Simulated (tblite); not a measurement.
C3H2NO4S (charge -1).
SMILES with atom numbers: `[N:1]#[C:2][C@@H:3]([O:4][CH:5]=[O:6])[S@@:7](=[O:8])[O-:9]` (hydrogens: H10 on C3; H11 on C5)

Computed geometry: GFN2-xTB, gas phase.

Question: Give the optimised bond lengths and angles.

Answer: 
```tsv
bond	length (pm)	order
N1≡C2	115.1	triple
C2–C3	141.1	single
C3–O4	138.4	single
O4–C5	141.9	single
C5=O6	121.9	double
C3–S7	199.1	single
S7=O8	146.3	double
S7–O9	154.2	single
C3–H10	109.9	single
C5–H11	111.2	single
```

Orders are formal, as drawn. A selection of angles:
```tsv
angle	degrees
N1–C2–C3	176.8
C2–C3–O4	114.7
C2–C3–S7	110.6
O4–C3–S7	100.8
C3–O4–C5	108.7
O4–C5–O6	120.5
C3–S7–O8	103.8
C3–S7–O9	90.2
O8–S7–O9	114.3
```

Dihedral angles: C2–C3–O4–C5 171° (antiperiplanar); C3–O4–C5–O6 61° (synclinal); C2–C3–S7–O8 102° (anticlinal).

C5 (ester carbonyl carbon) is pyramidal (angles 121.7°, 120.5° and 104.9°, sum 347.1°, 0.26 Å off the plane of its three neighbours). S7 (sulfur bonded to C and 2 O) is pyramidal (angles 114.3°, 103.8° and 90.2°, sum 308.4°, 0.68 Å off the plane of its three neighbours). O4 (ester single-bonded oxygen) is bent (angle 108.7°). The 2 O–S bonds span 1.463 Å (S7=O8, drawn double in one of several resonance forms) to 1.542 Å (S7–O9, drawn single in one of several resonance forms), a spread of 0.079 Å. Of the pairs four or more bonds apart, C5···O9 is among the closest relative to their van der Waals radii: 1.70 Å, 53 % of the sum of Bondi's values. The 3 C–O bonds span 1.219 Å (C5=O6, drawn double) to 1.419 Å (O4–C5, drawn single), a spread of 0.200 Å.

Point group: C1 (no symmetry element, even within 0.4 Å). Its GFN2-xTB frequencies are all real (lowest 75 cm⁻¹). 3 starts were optimised and ended at 0.00, 3.12 and -0.06 kcal/mol (GFN2-xTB); the lowest of these is shown.

The run took 0.64 s on an Arm Neoverse V2 with one thread, on a shared host. That covers the optimisation of the geometry.

One conformer stands for the species.
